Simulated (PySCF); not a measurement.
## Assigning NMR signals

Geometry:
```
atom   x (Å)   y (Å)   z (Å)
  C1  -2.916  -0.045  -0.554
 Si2  -1.710  -0.041   0.857
 Cl3  -2.077   1.645   2.002
 Cl4  -2.056  -1.718   2.021
  C5   0.080  -0.024   0.344
  C6   0.614   1.131  -0.249
  C7   1.938   1.163  -0.678
  C8   2.750   0.040  -0.515
  C9   2.235  -1.111   0.078
 C10   0.909  -1.142   0.505
 H11  -2.767   0.847  -1.182
 H12  -2.767  -0.942  -1.174
 H13  -3.949  -0.041  -0.176
 H14  -0.006   2.026  -0.363
 H15   2.341   2.070  -1.134
 H16   3.791   0.066  -0.848
 H17   2.871  -1.989   0.214
 H18   0.513  -2.044   0.979
```

- KT3/pcSseg-1 with gauge-including orbitals
- coordinates at the PBE0-D3(BJ)/def2-SVP level
- run in PySCF 2.14
- non-relativistic Hamiltonian, no solvent model, one computed conformer, averaged over atoms made equivalent by symmetry, fast rotation or ring inversion

Scale: ¹³C (σ = 182.31 ppm), ¹H (σ = 31.32 ppm) vs TMS (reference shieldings calculated alike).

(1) Assign these signals to the numbered atoms. ¹³C{¹H} NMR (computed): δ 126.9 (CH), 126.1 (C), 124.7 (CH), 121.7 (CH), 9.2 (CH3).

(2) Assign these signals to the numbered atoms. ¹H NMR (400 MHz, computed): δ 7.49 (d, 2H), 7.22 (m, 1H), 7.21 (m, 2H), 0.77 (s, 3H).

Answers

(1) 
```tsv
δ (ppm)	atoms	environment	reason
126.9	C6/C10	aromatic CH	the aromatic region
126.1	C5	substituted aromatic carbon	–
124.7	C8	aromatic CH	–
121.7	C7/C9	aromatic CH	–
9.2	C1	methyl carbon bonded to Si	an electropositive neighbour leaves it electron-rich and shielded
```

C6/C10 and C5; C5 and C8 lie closer than the usual error of such a calculation, so a measured spectrum could show them in the other order.

(2) 
| δ (ppm) | atoms | environment | reason |
| --- | --- | --- | --- |
| 7.49 | H14/H18 | hydrogen on an aromatic CH | the ring current deshields protons in the ring plane |
| 7.22 | H16 | hydrogen on an aromatic CH | – |
| 7.21 | H15/H17 | hydrogen on an aromatic CH | – |
| 0.77 | H11/H12/H13 | hydrogen on a methyl carbon bonded to Si | an electropositive neighbour shields it, as in TMS itself |

H16 and H15/H17 lie closer than the usual error of such a calculation, so a measured spectrum could show them in the other order.

Shifts are as computed, not scaled to solution data. Of 1211 compounds with measured shifts, 218 miss one by over three times the rms of a fit or turn the order of signals round; such compounds aren't used in these exercises. No couplings were computed; multiplicities are counted from neighbouring protons, with m where these are inequivalent, close in shift, in a saturated or five-membered ring or joined by F or P, and br s for small geminal =CH2 splittings.
